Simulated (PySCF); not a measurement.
# Worked example: chemical shift, span and skew from a shielding tensor

Be(Me)(SeH) (CH4BeSe), SMILES [Be]([CH3])[SeH]. Atoms are numbered in the order given.

```xyz
7

Be     0.8312    -0.7687    -0.2241
C      2.0366    -1.8792    -0.5644
H      1.6563    -2.9055    -0.5732
H      2.8522    -1.8414     0.1638
H      2.4790    -1.6974    -1.5497
Se    -0.6306     0.6166     0.1452
H     -1.0917    -0.1688     1.3042
```

The structure is a stationary point at B3LYP-D3(BJ)/def2-TZVP. The values are those of a single conformer.

GIAO shieldings from PBE0/pcSseg-2 in PySCF, non-relativistic, no solvent. The symmetric part of the tensor of Se6 has the principal values 2078.3, 2182.6, 2426.8 ppm. The same nucleus in Me2Se has σ = 1739.2 ppm at this level (PySCF, at its B3LYP-D3(BJ)/def2-TZVP geometry).

### Question
Work out the isotropic shielding, the ⁷⁷Se shift against Me2Se, the span and the skew.

### Answer

σ(iso) = (σ11 + σ22 + σ33)/3 = 2229.2 ppm. δ = σ(ref) − σ(iso) = 1739.2 − (2229.2) = -490.0 ppm.
Span Ω = σ33 − σ11 = 348.5 ppm. Skew κ = 3(σ(iso) − σ22)/Ω = 0.40. Tumbling in solution averages the tensor to δ; in a static solid the shielding alone would spread this spin-1/2 line over Ω.
